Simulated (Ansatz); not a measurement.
Reaction (ligand exchange at a Y–C bond): `[CH3][Y]([CH3])[F]` + CH₃OH → `C[O][Y]([CH3])[F]` + CH₄

Program: Ansatz. Geometries: PBE0-D4/def2-TZVP. ΔE: electronic, gas phase. CCSD(T)/CBS is the MP2 limit (def2-TZVPP, def2-QZVPP) plus CCSD(T) − MP2 in def2-TZVPP, frozen cores. This one scheme is used for every species. Functionals use def2-TZVPP. def2 core potentials past Kr. For Y outer-core shells are correlated without core-valence functions, which leaves a few kJ/mol of doubt a bond. One conformer a species, not always the lowest.

`[CH3][Y]([CH3])[F]`:

Z-matrix (Å, degrees):
```
C
Y 1 2.345
H 1 1.099 2 109.5
H 1 1.100 2 112.8 3 117.3
H 1 1.097 2 115.1 3 -119.6
C 2 2.344 1 109.7 3 -47.5
F 2 1.988 1 114.3 3 82.9
H 6 1.100 2 113.2 1 -101.2
H 6 1.097 2 114.3 1 136.7
H 6 1.099 2 109.8 1 16.7
```

CH₃OH:

Cartesian coordinates in Å:
```
C -0.252 0.241 -0.073
O 0.414 -1.000 -0.135
H -1.131 0.164 -0.715
H 0.368 1.067 -0.442
H -0.592 0.483 0.942
H 1.193 -0.955 0.422
```

`C[O][Y]([CH3])[F]`:

Cartesian coordinates in Å:
```
C 0.130 -0.399 2.448
O -0.271 -0.430 1.119
Y -0.708 -0.675 -0.823
C 0.105 1.061 -2.211
F -0.784 -2.495 -1.662
H -0.737 -0.338 3.119
H 0.767 0.472 2.649
H 0.695 -1.299 2.718
H -0.175 0.949 -3.266
H 1.203 1.094 -2.192
H -0.225 2.061 -1.899
```

CH₄:

Z-matrix (Å, degrees):
```
C
H 1 1.090
H 1 1.090 2 109.5
H 1 1.090 2 109.5 3 -120.0
H 1 1.090 2 109.5 3 120.0
```

| level | ΔE (kJ/mol) |
| --- | --- |
| PBE-D4 | -205.5 |
| PBE0 | -205.1 |
| CCSD(T)/def2-SVP | -244.3 |
| MP2/CBS(def2) | -217.2 |

(1) What does CCSD(T)/CBS give? (Estimate.)

Largest T1 diagnostic among the species: 0.014.

Results:

(1) Ansatz gave: -211.4 kJ/mol. The listed levels differ from it by 5.9, 6.3, -32.9, -5.8 kJ/mol.

At CCSD(T), def2-SVP lies −32.9 kJ/mol from the extrapolated value and def2-TZVPP −1.5 kJ/mol. Leaving LDA and LC-ωPBE aside and taking each functional with its dispersion term where it has one, the values, not all of them listed here, spread over 15.1 kJ/mol, from CAM-B3LYP-D4 to revPBE-D4.
